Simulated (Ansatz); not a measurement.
Ansatz (a quantum-chemistry and plane-wave program) input file for neopentasilane (H₁₂Si₅), SMILES [SiH3][Si]([SiH3])([SiH3])[SiH3], PBE0-D3(BJ)/def2-SVP. 

Ansatz 0.2 input:
```yaml
crystal:
  periodic: [false, false, false]
  atoms:
    - {symbol: Si, position_ang: [-0.40857182, -0.87399482, -2.13621922]}
    - {symbol: Si, position_ang: [0.00075515, 0.00071662, -0.00108070]}
    - {symbol: Si, position_ang: [-0.02067152, 2.34271364, -0.09783470]}
    - {symbol: Si, position_ang: [-1.66405490, -0.73464069, 1.47623691]}
    - {symbol: Si, position_ang: [2.09337777, -0.73445736, 0.75867360]}
    - {symbol: H, position_ang: [-1.70871179, -0.45805860, -2.66788939]}
    - {symbol: H, position_ang: [-0.40795188, -2.33839633, -2.15087161]}
    - {symbol: H, position_ang: [0.59270785, -0.45113907, -3.11797891]}
    - {symbol: H, position_ang: [0.24076820, 2.96048645, 1.20428885]}
    - {symbol: H, position_ang: [-1.31017523, 2.86853898, -0.55133277]}
    - {symbol: H, position_ang: [0.98740973, 2.87547015, -1.01727841]}
    - {symbol: H, position_ang: [-3.00199289, -0.29981097, 1.06889660]}
    - {symbol: H, position_ang: [-1.71827321, -2.19486397, 1.57583393]}
    - {symbol: H, position_ang: [-1.46542451, -0.23540777, 2.83887743]}
    - {symbol: H, position_ang: [2.17705532, -2.19424240, 0.84057380]}
    - {symbol: H, position_ang: [3.18902094, -0.30901394, -0.11517350]}
    - {symbol: H, position_ang: [2.41388193, -0.22828561, 2.09519113]}
basis:
  gaussian:
    orbitals: def2-SVP
hamiltonian:
  xc: pbe0
  dispersion: d3bj
relax: {f_tol: 0.002, max_steps: 200}
```

Output:

```
WARN ansatz: RAYON_NUM_THREADS=1 ignored (pool sized by the plan → 1); use --threads N
Functional definition: PBE0
integrals: 0.14 GiB planned
1523 factors; integrals over basis functions are off by at most 6.8e-4 eV
mean field: 0.90 GiB planned
mean field evaluation 1: about -39553.4175 eV, gradient 1.3e1 eV
mean field evaluation 2: about -39553.9013 eV, gradient 6.9e0 eV
mean field evaluation 4: about -39554.0826 eV, gradient 3.5e-1 eV
mean field evaluation 8: about -39554.0745 eV, gradient 9.2e-3 eV
mean field -39554.07447523 eV, -1453.5854262501 hartree, gradient 3.4e-5 eV, S^2 0.000000; 0 other end points of the search recorded, 0 dependent functions left out
the calculation of the forces begins
reference -39554.07451269 eV, -1453.5854276269 hartree; 41, 41 occupied and 109, 109 virtual orbitals, 1523 factors
relax step   1: F+E_penalty+E_count = -39554.56452350 eV  Δ(F+E_penalty+E_count) = +0.000e0 eV  max|allowed force component| = 6.368e-1 eV/Å  Δτ_max = 0.0000 Å  (22 SCF iters, accepted)
these checks for a lower state are left out or cut short: starts, cluster_reference, orbital_swaps, neighbouring_geometries, increment
integrals: 0.14 GiB planned
1523 factors; integrals over basis functions are off by at most 7.5e-4 eV
mean field: 0.90 GiB planned
mean field evaluation 16: about -39554.2316 eV, gradient 5.4e-2 eV
mean field -39554.23166666 eV, -1453.5912029286 hartree, gradient 3.1e-5 eV, S^2 0.000000; 0 other end points of the search recorded, 0 dependent functions left out
the calculation of the forces begins
reference -39554.23170351 eV, -1453.5912042827 hartree; 41, 41 occupied and 109, 109 virtual orbitals, 1523 factors
relax step   2: F+E_penalty+E_count = -39554.72999440 eV  Δ(F+E_penalty+E_count) = -1.655e-1 eV  max|allowed force component| = 2.607e-1 eV/Å  Δτ_max = 0.0963 Å  (22 SCF iters, accepted)
these checks for a lower state are left out or cut short: starts, cluster_reference, orbital_swaps, neighbouring_geometries, increment
integrals: 0.14 GiB planned
1523 factors; integrals over basis functions are off by at most 7.8e-4 eV
mean field: 0.90 GiB planned
mean field -39554.24671896 eV, -1453.5917560905 hartree, gradient 2.6e-5 eV, S^2 0.000000; 0 other end points of the search recorded, 0 dependent functions left out
the calculation of the forces begins
reference -39554.24675639 eV, -1453.5917574658 hartree; 41, 41 occupied and 109, 109 virtual orbitals, 1523 factors
relax step   3: F+E_penalty+E_count = -39554.73966765 eV  Δ(F+E_penalty+E_count) = -9.673e-3 eV  max|allowed force component| = 1.714e-1 eV/Å  Δτ_max = 0.0475 Å  (22 SCF iters, accepted)
these checks for a lower state are left out or cut short: starts, cluster_reference, orbital_swaps, neighbouring_geometries, increment
integrals: 0.14 GiB planned
1523 factors; integrals over basis functions are off by at most 7.7e-4 eV
mean field: 0.90 GiB planned
mean field -39554.25102908 eV, -1453.5919144844 hartree, gradient 2.5e-5 eV, S^2 0.000000; 0 other end points of the search recorded, 0 dependent functions left out
the calculation of the forces begins
reference -39554.25106630 eV, -1453.5919158521 hartree; 41, 41 occupied and 109, 109 virtual orbitals, 1523 factors
relax step   4: F+E_penalty+E_count = -39554.74588963 eV  Δ(F+E_penalty+E_count) = -6.222e-3 eV  max|allowed force component| = 9.825e-4 eV/Å  Δτ_max = 0.0165 Å  (23 SCF iters, accepted)
integrals: 0.14 GiB planned
1523 factors; integrals over basis functions are off by at most 7.7e-4 eV
mean field: 0.90 GiB planned
mean field evaluation 32: about -39554.2073 eV, gradient 3.7e0 eV
mean field -39554.25102908 eV, -1453.5919144844 hartree, gradient 2.5e-5 eV, S^2 0.000000; 1 other end points of the search recorded, 0 dependent functions left out
the calculation of the forces begins
reference -39554.25106630 eV, -1453.5919158521 hartree; 41, 41 occupied and 109, 109 virtual orbitals, 1523 factors
Total energy: -39554.74592685 eV, -1453.6101016418 hartree
Atom 0 at    -0.409409    -0.873601    -2.134487 Å, force     0.000302     0.000542    -0.000456 eV/Å
Atom 1 at     0.000938     0.000255    -0.000120 Å, force    -0.000656    -0.000078     0.000070 eV/Å
Atom 2 at    -0.020602     2.340677    -0.097222 Å, force    -0.000763    -0.000031    -0.000366 eV/Å
Atom 3 at    -1.664112    -0.734289     1.474972 Å, force     0.000846     0.000055     0.000925 eV/Å
Atom 4 at     2.092734    -0.733414     0.757174 Å, force    -0.000484    -0.000983     0.000425 eV/Å
Atom 5 at    -1.745582    -0.417512    -2.627975 Å, force     0.000053     0.000171    -0.000058 eV/Å
Atom 6 at    -0.395946    -2.368465    -2.088886 Å, force    -0.000037     0.000121     0.000348 eV/Å
Atom 7 at     0.642695    -0.409978    -3.091045 Å, force     0.000141    -0.000074     0.000227 eV/Å
Atom 8 at     0.251391     2.914368     1.256945 Å, force    -0.000229    -0.000599     0.000196 eV/Å
Atom 9 at    -1.356803     2.821929    -0.566116 Å, force     0.000239     0.000581    -0.000385 eV/Å
Atom 10 at     1.027996     2.825858    -1.046906 Å, force     0.000540    -0.000507     0.000479 eV/Å
Atom 11 at    -3.005664    -0.263338     1.010960 Å, force     0.000106    -0.000168    -0.000534 eV/Å
Atom 12 at    -1.672034    -2.228566     1.538044 Å, force     0.000427     0.000070     0.000204 eV/Å
Atom 13 at    -1.410475    -0.194371     2.846491 Å, force    -0.000267     0.000281    -0.000148 eV/Å
Atom 14 at     2.120082    -2.227419     0.821217 Å, force     0.000421    -0.000020     0.000034 eV/Å
Atom 15 at     3.168831    -0.270066    -0.172422 Å, force    -0.000719     0.000375    -0.000661 eV/Å
Atom 16 at     2.365110    -0.186454     2.122288 Å, force     0.000080     0.000263    -0.000299 eV/Å
Dipole moment:     0.000629     0.000217    -0.000121 e Å
```

Self-consistency was reached.

Cost: very roughly 60 core-seconds.
